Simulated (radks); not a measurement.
Spherical jellium clusters: N electrons in a uniform positive sphere of charge N and radius rs N^(1/3), rs = 4.52 bohr. Method: non-relativistic Kohn-Sham, LDA (Slater exchange, Perdew-Wang correlation), spin-polarised, spherical densities; computed with a radial shooting solver with Libxc functionals. Levels are named by radial order and angular momentum (1s, 1p, 1d, 2s, ...), and open shells are averaged over m.

N = 15, configuration 1s2 1p6 1d(up 5, down 2). This is the lowest configuration that the search found. Occupied and some empty levels:

level    occupation  eigenvalue (eV)  <r> (bohr)
1s up             1          -4.3942       6.979
1s down           1          -4.2141       6.769
1p up             3          -3.6715       8.289
1p down           3          -3.4467       8.258
1d up             5          -2.7650       9.247
1d down           2          -2.5339       9.311
2s up             0          -2.3390       7.779
2s down           0          -2.2323       7.926
1f up             0          -1.7201       10.15
1f down           0          -1.5040       10.30
2p up             0          -1.2253       9.953
2p down           0          -1.1142       10.12

Energy (eV): total -27.1798, kinetic 21.379, external -651.45, Hartree 322.64, exchange-correlation -49.288, background 329.55.
